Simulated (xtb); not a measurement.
A run for xtb: GFN2-xTB on CHFO2 (a complex), monomers drawn apart or pushed together.

```
$ xtb mol.xyz --gfn 2 --sp --chrg 0 --uhf 0
5

F     -0.17405263    -0.13736342    -0.71344463
H     -0.13006389    -0.46683909     0.15395053
O      0.05022277    -0.68494234     3.59147240
C      0.10367252    -0.00442693     4.53345367
O      0.15694391     0.66274317     5.47453820
```

Program output:

```
[...]
           -------------------------------------------------
          |                Calculation Setup                |
           -------------------------------------------------



molecular fragmentation (1/2 indicates fragments):
11222
# atoms in fragment 1/2:     2     3
 fragment masses (1/2) :       20.01       44.01
CMA distance (Bohr)    :   9.850
constraining FC (au)   :  0.0500

           -------------------------------------------------
          |                 G F N 2 - x T B                 |
           -------------------------------------------------

        Reference                      10.1021/acs.jctc.8b01176
      * Hamiltonian:
        H0-scaling (s, p, d)           1.850000    2.230000    2.230000
        zeta-weighting                 0.500000
      * Dispersion:
        s8                             2.700000
        a1                             0.520000
        a2                             5.000000
        s9                             5.000000
      * Repulsion:
        kExp                           1.500000    1.000000
        rExp                           1.000000
      * Coulomb:
        alpha                          2.000000
        third order                    shell-resolved
        anisotropic                    true
        a3                             3.000000
        a5                             4.000000
        cn-shift                       1.200000
        cn-exp                         4.000000
        max-rad                        5.000000


          ...................................................
          :                      SETUP                      :
          :.................................................:
          :  # basis functions                  17          :
          :  # atomic orbitals                  17          :
          :  # shells                            9          :
          :  # electrons                        24          :
          :  max. iterations                   250          :
          :  Hamiltonian                  GFN2-xTB          :
          :  restarted?                      false          :
          :  GBSA solvation                  false          :
          :  PC potential                    false          :
          :  electronic temp.          300.0000000     K    :
          :  accuracy                    1.0000000          :
          :  -> integral cutoff          0.2500000E+02      :
          :  -> integral neglect         0.1000000E-07      :
          :  -> SCF convergence          0.1000000E-05 Eh   :
          :  -> wf. convergence          0.1000000E-03 e    :
          :  Broyden damping             0.4000000          :
          :  net charge                          0          :
          :  unpaired electrons                  0          :
          ...................................................

 iter      E             dE          RMSdq      gap      omega  full diag
   1    -15.6366701 -0.156367E+02  0.644E+00    8.82       0.0  T
   2    -15.6577003 -0.210302E-01  0.327E+00    7.35       1.0  T
   3    -15.6583478 -0.647468E-03  0.163E+00    6.96       1.0  T
   4    -15.6603976 -0.204987E-02  0.237E-01    6.47       1.0  T
   5    -15.6604337 -0.360674E-04  0.432E-02    6.60       1.0  T
   6    -15.6604410 -0.729594E-05  0.107E-02    6.59       4.2  T
   7    -15.6604410 -0.417646E-07  0.641E-03    6.60       7.0  T
   8    -15.6604412 -0.163726E-06  0.379E-04    6.60     118.1  T
   9    -15.6604412 -0.328502E-09  0.127E-04    6.60     352.3  T

   *** convergence criteria satisfied after 9 iterations ***

         #    Occupation            Energy/Eh            Energy/eV
      -------------------------------------------------------------
         1        2.0000           -0.8180397             -22.2600
       ...           ...                  ...                  ...
         6        2.0000           -0.6702354             -18.2380
         7        2.0000           -0.6128909             -16.6776
         8        2.0000           -0.5476662             -14.9028
         9        2.0000           -0.5449894             -14.8299
        10        2.0000           -0.5449014             -14.8275
        11        2.0000           -0.4899978             -13.3335
        12        2.0000           -0.4899874             -13.3332 (HOMO)
        13                         -0.2475940              -6.7374 (LUMO)
        14                         -0.2475123              -6.7352
        15                          0.1260947               3.4312
        16                          0.2485778               6.7641
        17                          1.2431596              33.8281
      -------------------------------------------------------------
                  HL-Gap            0.2423934 Eh            6.5959 eV
             Fermi-level           -0.3687907 Eh          -10.0353 eV

 SCC (total)                   0 d,  0 h,  0 min,  0.003 sec
 SCC setup                      ...        0 min,  0.000 sec (  5.444%)
 Dispersion                     ...        0 min,  0.000 sec (  1.766%)
 classical contributions        ...        0 min,  0.000 sec (  1.478%)
 integral evaluation            ...        0 min,  0.000 sec ( 12.046%)
 iterations                     ...        0 min,  0.002 sec ( 53.078%)
 molecular gradient             ...        0 min,  0.001 sec ( 19.888%)
 printout                       ...        0 min,  0.000 sec (  5.754%)

         :::::::::::::::::::::::::::::::::::::::::::::::::::::
         ::                     SUMMARY                     ::
         :::::::::::::::::::::::::::::::::::::::::::::::::::::
         :: total energy             -15.531688300595 Eh    ::
         :: gradient norm              0.049813234786 Eh/a0 ::
         :: HOMO-LUMO gap              6.595860349664 eV    ::
         ::.................................................::
         :: SCC energy               -15.660442870155 Eh    ::
         :: -> isotropic ES            0.051460784821 Eh    ::
         :: -> anisotropic ES          0.005355670074 Eh    ::
         :: -> anisotropic XC         -0.000717301512 Eh    ::
         :: -> dispersion             -0.000866219164 Eh    ::
         :: repulsion energy           0.128754569560 Eh    ::
         :: add. restraining           0.000000000000 Eh    ::
         :: total charge               0.000000000000 e     ::
         :::::::::::::::::::::::::::::::::::::::::::::::::::::

           -------------------------------------------------
          |                Property Printout                |
           -------------------------------------------------

    * Orbital Energies and Occupations

         #    Occupation            Energy/Eh            Energy/eV
      -------------------------------------------------------------
         1        2.0000           -0.8180397             -22.2600
         2        2.0000           -0.8052446             -21.9118
         3        2.0000           -0.7896971             -21.4888
         4        2.0000           -0.6759894             -18.3946
         5        2.0000           -0.6703123             -18.2401
         6        2.0000           -0.6702354             -18.2380
         7        2.0000           -0.6128909             -16.6776
         8        2.0000           -0.5476662             -14.9028
         9        2.0000           -0.5449894             -14.8299
        10        2.0000           -0.5449014             -14.8275
        11        2.0000           -0.4899978             -13.3335
        12        2.0000           -0.4899874             -13.3332 (HOMO)
        13                         -0.2475940              -6.7374 (LUMO)
        14                         -0.2475123              -6.7352
Note: The following floating-point exceptions are signalling: IEEE_DENORMAL
normal termination of xtb
        15                          0.1260947               3.4312
        16                          0.2485778               6.7641
        17                          1.2431596              33.8281
      -------------------------------------------------------------
                  HL-Gap            0.2423934 Eh            6.5959 eV
             Fermi-level           -0.3687907 Eh          -10.0353 eV

     #   Z          covCN         q      C6AA      α(0)
     1   9 F        0.740    -0.392    13.427     4.328
     2   1 H        0.740     0.392     0.511     1.130
     3   8 O        0.856    -0.243    18.781     5.810
     4   6 C        1.711     0.462    21.642     7.531
     5   8 O        0.856    -0.219    18.378     5.748

 Mol. C6AA /au·bohr⁶  :        307.999417
 Mol. C8AA /au·bohr⁸  :       6546.230313
 Mol. α(0) /au        :         24.546654


Wiberg/Mayer (AO) data.
largest (>0.10) Wiberg bond orders for each atom

 ---------------------------------------------------------------------------
     #   Z sym  total        # sym  WBO       # sym  WBO       # sym  WBO
 ---------------------------------------------------------------------------
     1   9 F    0.846 --     2 H    0.846
     2   1 H    0.846 --     1 F    0.846
     3   8 O    2.352 --     4 C    1.951     5 O    0.401
     4   6 C    3.935 --     5 O    1.985     3 O    1.951
     5   8 O    2.386 --     4 C    1.985     3 O    0.401
 ---------------------------------------------------------------------------

Topologies differ in total number of bonds
Writing topology from bond orders to xtbtopo.mol

molecular dipole:
                 x           y           z       tot (Debye)
 q only:        0.035      -0.208       0.686
   full:        0.050      -0.312       0.984       2.627
molecular quadrupole (traceless):
                xx          xy          yy          xz          yz          zz
 q only:        0.914      -0.001       0.241      -0.382      -1.460      -1.155
  q+dip:        1.389       0.002       0.475      -0.564      -2.131      -1.864
   full:        2.030      -0.050       0.462      -0.636      -3.061      -2.492


           -------------------------------------------------
          | TOTAL ENERGY              -15.531688300595 Eh   |
          | GRADIENT NORM               0.049813234786 Eh/α |
          | HOMO-LUMO GAP               6.595860349664 eV   |
           -------------------------------------------------

------------------------------------------------------------------------
------------------------------------------------------------------------
 total:
 SCF:
```

The run finished.

Cost: around 0.06 core-seconds (rough).
